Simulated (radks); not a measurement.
Excited configurations of Be+: one electron is placed in a higher orbital outside [He]. The ground configuration is [He] 2s1. Calculated with a radial shooting solver on a logarithmic mesh with Libxc functionals: Dirac Kohn-Sham, PBEsol, spin-unpolarised, spherical densities, finite nucleus; open shells are shared between the two j in proportion to 2j + 1; Fermi nuclear charge, rms radius 2.519 fm. Excitation = E - E(ground); binding = E(ion) - E, where the ion is the core of charge +2; n* = 2/sqrt(2 binding) in atomic units, and the quantum defect is n - n*. Eigenvalue and <r> are those of j = l + 1/2.

outer orbital	excitation (eV)	binding (eV)	n*	quantum defect	<r> (bohr)
3d	11.795	5.930	3.029	-0.029	5.332
4p	13.997	3.728	3.821	0.179	10.70
5p	15.315	2.411	4.752	0.248	16.97
5f	15.459	2.266	4.900	0.100	15.51
6p	16.039	1.686	5.681	0.319	24.67
6d	16.102	1.624	5.789	0.211	24.62

The Delta-SCF ionisation energy is 17.726 eV (NIST Atomic Spectra Database: 18.211 eV, measured). Self-interaction in the functional shifts the binding energies and quantum defects, so they are the method's values and not measured ones. Spin polarisation and multiplet splitting are left out, so open shells lie too high by an amount that depends on their filling.

Beside tabulated values, note that spin-unpolarised runs miss the spin-polarisation part of the exchange energy of open shells.
